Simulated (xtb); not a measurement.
InCl₂I, SMILES [Cl][In]([Cl])[I]. All values are semi-empirical tight-binding results from xtb (GFN2-xTB unless named), good for trends rather than for accurate numbers. Geometry optimised at GFN2-xTB.

Optimised geometry:

```xyz
4

In     0.0000     0.0000    -0.7647
Cl     0.0000    -1.9882    -1.9003
Cl     0.0000     1.9882    -1.9003
I      0.0000     0.0000     1.9260
```

For metal compounds this method's bond lengths and energies can be far off.

- point group as xtb finds it: C2v
- orbital gap: 2.89 eV
- zero-point energy: 1.5 kcal/mol
- G − E(el) at 298.15 K (modified RRHO): -20.3 kcal/mol

Computed atomic charges and the Wiberg bond orders between heavy atoms:
charges (e) In1 0.19, Cl2 -0.09, Cl3 -0.09, I4 -0.02. Bond orders In1–Cl2 1.09, In1–Cl3 1.09, In1–I4 1.03.
